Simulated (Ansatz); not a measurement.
Sr6Te6, relaxed as a singlet with RKS PBE0-D4/def2-SVP in Ansatz, starting from the GFN2-xTB geometry. Force threshold 0.03 eV/Å.

In the def2 sets Sr, Te take a core potential; there is no spin–orbit coupling. The structure comes from a short search, and lower isomers may exist.

Start:

```xyz
12

Sr   -3.9724   -2.7601    0.2653
Sr    0.0836   -3.9868   -2.2716
Sr    3.9988   -1.3045   -2.5660
Sr    3.9054    2.7985   -0.2527
Sr    0.0075    3.9828    2.2816
Sr   -4.0274    1.2363    2.5970
Te   -2.6936    3.7372    3.4790
Te    5.6246    1.1170   -1.9991
Te   -2.7096   -4.7105   -1.5790
Te   -5.7459   -1.1244    2.0118
Te    2.7159    4.8971    1.4786
Te    2.8129   -3.8826   -3.4449
```

Estimate the energy that the relaxation releases and the steps that it takes.

19.6 kcal/mol, in 5 steps; 2 min on 6 threads of Intel Xeon on a shared host. No frequencies were taken in this run, so the end may be a saddle point.

Does the start keep its bonding and symmetry?

By distances, no bond broke or formed. The bond that changes most is Sr5–Te7, from 2.96 to 3.02 Å (atoms count from 1).

Predict the relaxed structure.


Cartesian coordinates in Å:
```
Sr -4.567 -3.206 0.242
Sr 0.053 -4.618 -2.645
Sr 4.616 -1.528 -2.970
Sr 4.511 3.274 -0.286
Sr -0.003 4.614 2.648
Sr -4.616 1.459 3.015
Te -2.762 3.784 3.564
Te 5.727 1.130 -2.043
Te -2.781 -4.794 -1.609
Te -5.833 -1.145 2.063
Te 2.764 4.995 1.486
Te 2.892 -3.965 -3.465
```
Bond lengths (bridged metal pairs left out): 12 × Sr–Te 3.02 to 3.03 Å.
